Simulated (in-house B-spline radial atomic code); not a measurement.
Orbital energies and mean radii along the 45-electron series, configuration [Kr] 4d9. The effective charge is n√(-2ε), a non-relativistic measure. Computed with a B-spline radial code for spherical atoms: non-relativistic Hartree-Fock, average of the configuration, point nuclei.

This level leaves out relativity, spin-orbit splitting included, which matters for heavy ions.

```csv
ion,Z,energy of 3d (Eh),mean radius of 3d (bohr),energy of 4s (Eh),mean radius of 4s (bohr),effective charge of 3d
Pd+,46,-13.812,0.35638,-4.0314,0.98277,15.768
Ag2+,47,?,?,?,?,?
Cd3+,48,?,?,?,?,?
In4+,49,-19.375,0.32345,-6.698,0.87637,18.675
Sn5+,50,?,?,?,?,?
Sb6+,51,-23.752,0.30469,-8.8906,0.81546,20.677
Te7+,52,-26.127,0.29611,-10.098,0.78787,21.686
I8+,53,-28.624,0.28799,-11.375,0.76204,22.699
Xe9+,54,-31.241,0.28031,-12.723,0.73781,23.714
Cs10+,55,-33.976,0.27302,-14.138,0.71507,24.73
Ba11+,56,-36.829,0.2661,-15.621,0.69369,25.747
```

Q: Fill in the row of Ag2+.

A: energy of 3d (Eh): -15.522; mean radius of 3d (bohr): 0.34467; energy of 4s (Eh): -4.8264; mean radius of 4s (bohr): 0.94543; effective charge of 3d: 16.715.

Q: Fill in the row of Cd3+.

A: energy of 3d (Eh): -17.38; mean radius of 3d (bohr): 0.33372; energy of 4s (Eh): -5.7191; mean radius of 4s (bohr): 0.90988; effective charge of 3d: 17.688.

Q: Fill in the row of Sn5+.

A: energy of 3d (Eh): -21.501; mean radius of 3d (bohr): 0.31379; energy of 4s (Eh): -7.7565; mean radius of 4s (bohr): 0.84492; effective charge of 3d: 19.673.

Q: How does the screening of 3d change?

A: Z less the effective charge goes from 30.23 at Z = 46 to 30.25 at Z = 56.
